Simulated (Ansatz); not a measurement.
`[SiH3][O][GeH]` + H₂S → `[SH][GeH]` + silanol at 500 K and 1 bar (ligand exchange at a Ge–O bond).

Gas-phase electronic energies from Ansatz, PBE0-D4/def2-TZVP geometries. CCSD(T)/CBS is the MP2 limit (def2-TZVPP, def2-QZVPP) plus CCSD(T) − MP2 in def2-TZVPP, frozen cores. This one scheme is used for every species. For Ge outer-core shells are correlated without core-valence functions, which leaves a few kJ/mol of doubt a bond. Scalar relativity is left out up to krypton.

```tsv
species	CCSD(T)/CBS energy (Eh)	H − E (kJ/mol)	S (J/(mol·K))
`[SiH3][O][GeH]`	-2442.79250	128.6	366.3
H₂S	-398.97279	57.0	224.0
`[SH][GeH]`	-2475.08182	64.8	299.8
`O[SiH3]`	-366.69042	127.5	292.9
```

H − E and S are ideal-gas, rigid-rotor, harmonic terms from PBE0-D4/def2-TZVP. 1 Eh = 2625.50 kJ/mol, R = 8.31446 J/(mol·K).

By hand: ΔE, ΔH, ΔS and ΔG.

ΔE = (-2475.08182) + (-366.69042) − (-2442.79250) − (-398.97279) = -0.00695 Eh = -18.2 kJ/mol. Δ(H − E) = 64.8 + 127.5 − 128.6 − 57.0 = 6.7, so ΔH = -11.5 kJ/mol. ΔS = 299.8 + 292.9 − 366.3 − 224.0 = 2.4 J/(mol·K). ΔG = -11.5 − 500 × (2.4)/1000 = -12.7 kJ/mol.

By hand: the equilibrium constant, and the temperature at which ΔG would vanish if ΔH and ΔS stayed fixed.

log₁₀ K = −ΔG/(RT ln 10) = 1.3. ΔH and −TΔS have one sign here, so there is no such temperature. One of them is within its doubt of zero, so this could turn.

The number of gas molecules stays the same, so ΔS is small and ΔH decides. A doubt of 5 kJ/mol in ΔE shifts log₁₀ K by 0.5 here. These are equilibria of isolated gas molecules and say nothing of rates. Largest T1 diagnostic: 0.015 (customary marks: 0.02 for closed shells, 0.045 for open ones).
